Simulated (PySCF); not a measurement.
**Ionisation energy of Mo²⁺ by level of theory**

Mo²⁺ [Kr] 4d4 [4d3/2^4, M_J = 0] → Mo³⁺ [Kr] 4d3 [4d3/2^3, M_J = 3/2], as a difference of total energies. Calculation: PySCF 2.14, in x2c-TZVPPall-2c (8s9p7d2f1g, 93 functions); the two-component X2C-1e Hamiltonian. Correlated levels: [Ar] 3d10 frozen; the 6 highest virtual spinors dropped. "Screened" scales the spin-orbit matrix elements by Boettger's factors to mimic the two-electron term; Breit and QED terms are absent.

| method | ionisation energy (eV) |
| --- | --- |
| GHF (spin-free) | 26.175 |
| GMP2 (spin-free) | 27.058 |
| GHF (screened spin-orbit) | 26.104 |
| GMP2 (screened spin-orbit) | 26.986 |

Q: How much does correlation contribute at GMP2 (screened spin-orbit)?

A: 26.986 − (26.104) = 0.882 eV, measured against GHF (screened spin-orbit).

The spin-free rows relax to the high-spin LS determinant and lack the spin-orbit shift.

Errors of the correlated levels include the incompleteness of this basis and the frozen core.

The labels give the starting determinants; with spin-orbit coupling the two ends relaxed to ⟨J²⟩ = 3.77, ⟨L²⟩ = 5.99, ⟨S²⟩ = 5.99 and ⟨J²⟩ = 6.41, ⟨L²⟩ = 11.98, ⟨S²⟩ = 3.74.

The determinant of Mo²⁺ and of Mo³⁺ mixes levels of different J (the jj label is only the starting occupation), so the difference between spin-free and spin-orbit rows is not the physical spin-orbit shift.

For comparison: 27.13 ± 0.12 eV (semi-empirical (NIST evaluation); NIST Atomic Spectra Database, ionization energies).
